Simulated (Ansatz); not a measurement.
Calculated with Ansatz (gas phase, PBE0-D4/def2-TZVP geometries, no zero-point term in ΔE). CCSD(T)/CBS adds triple-zeta CCSD(T) − MP2 to the extrapolated MP2 energy (def2 sets, frozen cores). This one scheme is used for every species. Functionals use def2-TZVPP. B3LYP here is the variant with VWN-RPA as its local correlation; programs differ in this. Elements past krypton have def2 core potentials. For Ge, Te outer-core shells are correlated without core-valence functions, which leaves a few kJ/mol of doubt a bond. Scalar relativity is left out up to krypton. One conformer a species, not always the lowest.

Reaction (ligand exchange at a Ge–Te bond): `[CH3][GeH]([OH])[TeH]` + H–F → `[CH3][GeH]([OH])[F]` + H₂Te

| level | ΔE (kJ/mol) | difference from CCSD(T)/CBS |
| --- | --- | --- |
| r2SCAN-D4 | -12.0 | -10.5 |
| PBE0-D4 | 0.2 | 1.7 |
| B3LYP-D4 | -10.3 | -8.8 |
| PBE | -7.0 | -5.5 |
| r2SCAN | -13.6 | -12.1 |
| PBE0 | -5.9 | -4.4 |
| HF/def2-TZVPP | -33.7 | -32.2 |
| CCSD/def2-TZVPP | -15.0 | -13.5 |
| CCSD(T)/def2-TZVPP | -11.2 | -9.7 |
| MP2/def2-QZVPP | 4.7 | 6.2 |
| CCSD(T)/CBS | -1.5 | 0 |

Largest T1 diagnostic among the species: 0.011.

In def2-TZVPP, CCSD(T) changes the Hartree–Fock value by +22.4 kJ/mol (the triples alone add +3.8 kJ/mol) and MP2 by +33.4 kJ/mol. The D4 term adds +10.7 kJ/mol with B3LYP and +6.0 kJ/mol with PBE0; it sums over pairs of atoms, weighted by their polarisabilities, and B3LYP, whose exchange is more repulsive, gets the larger term.
